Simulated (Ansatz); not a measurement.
Two members of one family (Alkyl phosphonic acid), computed with Ansatz in the gas phase. Binding counts from free atoms in the multiplicity of their measured ground term, without zero-point energy. The structures are stationary points that may keep the symmetry of their start.

First: CCCCCCCCP(=O)(O)O (singlet, charge 0, PBE-D4/def2-SVP geometry).

```xyz
31

C    -2.100   -0.086   -3.590
C    -2.955    0.398   -2.416
C    -2.214    1.289   -1.410
C    -1.070    0.601   -0.657
C    -0.409    1.503    0.392
C     0.800    0.885    1.106
C     0.459   -0.349    1.949
C     1.612   -0.889    2.808
P     3.036   -1.606    1.943
O     4.010   -2.435    2.732
O     2.301   -2.426    0.715
O     3.740   -0.301    1.221
H    -1.258   -0.727   -3.256
H    -1.663    0.769   -4.148
H    -2.698   -0.682   -4.309
H    -3.380   -0.480   -1.879
H    -3.831    0.958   -2.810
H    -2.945    1.679   -0.667
H    -1.816    2.187   -1.937
H    -1.463   -0.322   -0.173
H    -0.291    0.256   -1.374
H    -0.088    2.446   -0.103
H    -1.172    1.807    1.146
H     1.579    0.624    0.357
H     1.266    1.652    1.763
H     0.093   -1.170    1.298
H    -0.382   -0.099    2.634
H     1.261   -1.712    3.465
H     2.028   -0.106    3.477
H     2.844   -3.210    0.503
H     4.707   -0.452    1.223
```

```
              level  HOMO (eV)  LUMO (eV)  gap (eV)  binding per atom (eV)
    PBE-D4/def2-SVP      -6.41       0.12      6.54                   4.27
   PBE-D4/def2-TZVP      -6.77      -0.40      6.37                   4.26
r2SCAN-D4/def2-TZVP      -7.12       0.24      7.36                   4.18
   PBE0-D4/def2-SVP      -8.09       1.06      9.14                   4.20
  PBE0-D4/def2-TZVP      -8.32       0.50      8.82                   4.19
```

Second: CCCCCCCCCCCCP(=O)(O)O (singlet, charge 0, PBE-D4/def2-SVP geometry).

```xyz
43

C     5.4411    2.6138   -3.5222
C     4.7924    1.2689   -3.8618
C     3.4455    1.0112   -3.1700
C     3.5276    0.8790   -1.6433
C     2.1805    0.6340   -0.9492
C     1.5144   -0.7036   -1.2973
C     0.2523   -1.0192   -0.4822
C    -0.9185   -0.0566   -0.7221
C    -2.2275   -0.4617   -0.0313
C    -2.1756   -0.4479    1.5000
C    -3.5149   -0.8051    2.1499
C    -3.4633   -0.8004    3.6803
P    -5.0682   -1.1657    4.4359
O    -6.2482   -0.2908    4.1166
O    -5.2739   -2.7420    4.0006
O    -4.6860   -1.2067    6.0374
H     5.6892    2.6973   -2.4441
H     6.3833    2.7634   -4.0865
H     4.7651    3.4595   -3.7718
H     5.4938    0.4433   -3.6074
H     4.6444    1.2063   -4.9613
H     2.7369    1.8320   -3.4261
H     3.0006    0.0861   -3.5956
H     4.2282    0.0514   -1.3877
H     3.9816    1.8000   -1.2175
H     2.3298    0.6783    0.1528
H     1.4922    1.4742   -1.1918
H     1.2586   -0.7290   -2.3800
H     2.2551   -1.5192   -1.1440
H    -0.0830   -2.0525   -0.7227
H     0.5160   -1.0313    0.5990
H    -1.0991    0.0174   -1.8173
H    -0.6392    0.9694   -0.3947
H    -2.5268   -1.4782   -0.3760
H    -3.0406    0.2195   -0.3654
H    -1.8519    0.5593    1.8488
H    -1.3979   -1.1561    1.8624
H    -3.8442   -1.8095    1.8044
H    -4.3014   -0.0939    1.8144
H    -3.1584    0.1924    4.0739
H    -2.7317   -1.5398    4.0723
H    -6.2314   -2.9039    3.8875
H    -5.4467   -0.8435    6.5334
```

Problem. What does the change do? Estimate second minus first.

Solution. 
```tsv
level	Δ HOMO (eV)	Δ LUMO (eV)	Δ gap (eV)	Δ binding per atom (eV)
PBE-D4/def2-SVP	0.01	0.11	0.10	0.03
PBE-D4/def2-TZVP	0.00	0.07	0.07	0.02
r2SCAN-D4/def2-TZVP	0.00	0.10	0.10	0.02
PBE0-D4/def2-SVP	0.00	0.13	0.13	0.04
PBE0-D4/def2-TZVP	0.00	0.07	0.08	0.03
```
